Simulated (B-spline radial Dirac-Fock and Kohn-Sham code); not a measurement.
**Dipole and non-dipole photoemission parameters of Sm²⁺ 3d5/2**

System: the Sm²⁺ ion, configuration [Xe] 4f6; threshold 1099.3 eV (orbital energy of the model). Calculated with an atomic code on a B-spline grid, using Dirac-Hartree-Slater photoionisation with a Latter tail; cross sections with all multipoles, angular parameters from the dipole term and its interference with E2.

For linearly polarised light dσ/dΩ = σ/(4π) [1 + β P₂(cos θ) + (δ + γ cos²θ) sin θ cos φ], with θ from the polarisation vector and φ the angle between the beam and the projection of the electron momentum on the plane normal to the polarisation.

```tsv
hν (eV)	σ (kb)	β	γ	δ
1253.6	848	0.532	-0.099	-0.008
1280	803	0.578	-0.111	-0.008
1420	624	0.788	-0.143	0.000
1530	517	0.901	-0.138	0.009
2570	124	1.214	0.209	0.060
2984.4	79.2	1.224	0.352	0.072
3300	58.2	1.220	0.453	0.081
5414.7	?	?	?	?
5530	11.0	1.113	0.989	0.141
5550	10.9	1.112	0.993	0.142
6000	8.37	1.087	1.071	0.154
6860	5.29	1.040	1.203	0.177
6990	4.96	1.033	1.222	0.181
7130	4.63	1.026	1.241	0.184
7310	4.24	1.016	1.265	0.189
9251.7	1.84	0.926	1.490	0.241
```

**Question.** Give the values at Cr Kα (5414.7 eV).

**Answer.** σ = 11.8 kb, β = 1.120, γ = 0.968, δ = 0.138.
